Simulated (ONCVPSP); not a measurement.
## Before and after: ONCV potential for aluminium

- Element: Al (Z = 13)
- Generator: ONCVPSP 4.0.1
- Type: optimised norm-conserving Vanderbilt (ONCV)
- Functional: PW91
- Relativity: scalar-relativistic
- Frozen core: [Ne]
- Valence charge: 3
- Reference configuration: 3s2 3p0.5 (charge +0.5)
- Partial waves: 3s: rc 1.60 bohr, ncon 5, nbas 9, qcut 3.3 1/bohr, 2 projectors, debl 1.2 Ha; 3p: rc 1.95 bohr, ncon 4, nbas 7, qcut 4.2 1/bohr, 2 projectors, debl 2.5 Ha; d scattering state at 0.14 Ha: rc 1.70 bohr, ncon 5, nbas 8, qcut 5.1 1/bohr, 2 projectors, debl 2.7 Ha
- Local potential: polynomial inside 1.45 bohr (lpopt 4, dvloc0 6 Ha)
- Core correction: none

All-electron outer shells of the reference configuration (PW91, scalar-relativistic, ld1.x):

```csv
shell,level (eV),outermost node (bohr),outermost maximum (bohr)
2s,-112.07,0.16,0.50
2p,-73.65,–,0.43
3s,-11.14,0.80,2.06
3p,-5.74,0.81,2.52
```

Change: all radii scaled by about 1.31 (s 2.10, p 2.56, d 2.22 bohr); local potential polynomial inside 1.90 bohr (lpopt 4, dvloc0 6 Ha).

Cutoffs: the cutoffs (Ha) at which the residual kinetic energy of the hardest occupied pseudo-wave falls to 1 and 0.1 mHa per electron; they do not see the model core or the augmentation charge, which bear on the density cutoff. Errors are all-electron minus pseudo energies relative to the spin-unpolarised reference configuration.

Predict the effect on cutoff, ghosts and configuration errors.

The potential gets softer (24 Ha and 82 Ha → 5.6 Ha and 24 Ha); the bound ghost in s disappears; the errors of the 4 common tests hardly move. A larger radius leaves more room for a smooth pseudo-wave, so fewer plane waves are needed.

```tsv
quantity	base	changed
cutoff, loose	24 Ha	5.6 Ha
cutoff, tight	82 Ha	24 Ha
loose cutoff by channel	s 24 Ha, p 2.2 Ha	s 5.6 Ha, p 2.2 Ha
bound ghosts	s	none
GHOST(+) flags under 300 eV	p at 82.2 eV	none
error for 3s2 3p1, meV [ΔE -2.10 eV]	-0.2	-0.2
error for 3s2 3p0, meV [ΔE 3.70 eV]	-0.8	-0.7
error for 3s1 3p0, meV [ΔE 22.98 eV]	+21	+22
error for 3s1 3p1, meV [ΔE 9.51 eV]	+8.8	+8.1
```

Changed file: The cutoffs count occupied waves only; projector 2 of the d channel, the hardest unoccupied one, needs 40 Ha at the loose tolerance. A true bound ghost makes a file unfit for plane-wave use even where its test errors are small: the radial tests pick states by their node count and pass the ghost by.
